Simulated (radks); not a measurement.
Results of a calculation; reference values are marked as such.
Q: The mean radii <r> (bohr) of the occupied orbitals of an atom or ion are listed with their occupations. Level of theory: Dirac Kohn-Sham, LDA (Slater exchange, Perdew-Zunger correlation), spin-unpolarised, spherical densities, finite nucleus; Fermi nuclear charge, rms radius of each element as measured or else 0.836 A^(1/3) + 0.57 fm (a radial shooting solver on a logarithmic mesh with Libxc functionals).

orbital  occ.      <r>
1s1/2       2  0.02613
2s1/2       2   0.1118
2p1/2       2  0.09406
2p3/2       4  0.09995
3s1/2       2   0.2991
3p1/2       2   0.2890
3p3/2       4   0.3008
3d3/2       4   0.2715
3d5/2       6   0.2752
4s1/2       2   0.6943
4p1/2       2   0.7197
4p3/2       4   0.7474
4d3/2       4   0.8265
4d5/2       6   0.8367
5s1/2       2    1.638
5p1/2       2    1.810
5p3/2       1    1.873

Name the element and its charge. Open shells, if any, fill j = l - 1/2 first.

A: Z = 55, caesium, charge +4: Cs4+ in [Kr] 4d10 5s2 5p3. The 1s radius gives Z: for a bare nucleus <r> = (2 gamma + 1)/(2Z) with gamma = sqrt(1 - (Z/c)^2), 0.02574 bohr for Z = 55, and screening makes it slightly larger (0.02613 here). The occupations add up to 51, and the charge is Z minus that.
